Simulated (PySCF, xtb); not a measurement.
C3H7FOSi, SMILES C/C(=C\F)[SiH2]O.

GFN2-xTB in xtb 6.7.1 at its own geometry gives an orbital gap of 4.64 eV and a dipole moment of 2.02 D.

Geometry: PBE0-D3(BJ)/def2-SVP. The structure was generated by enumeration; whether it is a known compound was not checked. Other conformers were not sampled.

What does PBE/def2-TZVP run with PySCF give? (An estimate is asked for; the answer gives what the named calculation found.)

gap 5.17 eV (levels -6.16 and -0.99 eV), dipole 1.27 D.
